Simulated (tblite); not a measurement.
Species: C₅H₅F₂S (doublet state).
SMILES with atom numbers: `[F:1][CH2:2][C:3]1=[CH:4][CH2:5][C:6]([F:7])[S:8]1` (hydrogens: H9, H10 on C2; H11 on C4; H12, H13 on C5)

Computed geometry: GFN2-xTB, gas phase. This method treats the open shell by occupation alone, without spin polarisation.

Q: What internal coordinates does the optimisation give?

A: 
```
          bond  length (pm)
         F1–C2        136.9
         C2–C3        149.3
         C3=C4        133.1
         C4–C5        148.9
         C5–C6        149.4
         C6–F7        135.0
         C6–S8        174.1
         C3–S8        176.3
 C2–H9, C2–H10        109.7
        C4–H11        107.6
C5–H12, C5–H13        109.9
```

Bonds in one row agree within 1 pm and their mean is given. A selection of angles:
```
   angle  degrees
F1–C2–C3    110.8
C2–C3–C4    128.4
C2–C3–S8    117.5
C4–C3–S8    114.1
C3–C4–C5    115.7
C4–C5–C6    105.2
C5–C6–F7    118.3
C5–C6–S8    113.5
F7–C6–S8    117.6
C3–S8–C6     89.9
```

Dihedral angles: F1–C2–C3–C4 0° (synperiplanar); C2–C3–C4–C5 180° (antiperiplanar); C3–C4–C5–C6 8° (synperiplanar); C4–C5–C6–F7 -157° (antiperiplanar); C5–C6–S8–C3 12° (synperiplanar); C2–C3–S8–C6 174° (antiperiplanar). The mirror-image conformer, all signs reversed, is as good.

S8 (sulfur bonded to 2 C) is bent (angle 89.9°). C6 (carbon bonded to C, F and S) has angles 118.3°, 117.6° and 113.5°, sum 349.4°, 0.29 Å off the plane of its three neighbours. C4 (carbon bonded to 2 C and H) is planar (angles 123.0°, 121.3° and 115.7°, sum 360.0°, 0.00 Å off the plane of its three neighbours). The 5-membered ring C3–C4–C5–C6–S8 has internal angles of 89.9° to 115.7°; it is slightly puckered (a soft mode that the optimisation may not have finished), 0.06 Å rms from its mean plane, widest ring torsion 13°. C3 (carbon bonded to 2 C and S) is planar (angles 128.4°, 117.5° and 114.1°, sum 360.0°, 0.00 Å off the plane of its three neighbours). The 4 C–C bonds span 1.331 Å (C3=C4, drawn double) to 1.494 Å (C5–C6, drawn single), a spread of 0.163 Å. Of the pairs four or more bonds apart, F1···H11 is among the closest relative to their van der Waals radii: 2.59 Å, 97 % of the sum of Bondi's values.

Point group: C1 (no symmetry element, even within 0.4 Å). Its GFN2-xTB frequencies are all real (lowest 52 cm⁻¹).

On Intel Xeon at 2.50 GHz, one thread (shared host), this took 0.85 s wall. This is the geometry optimisation.
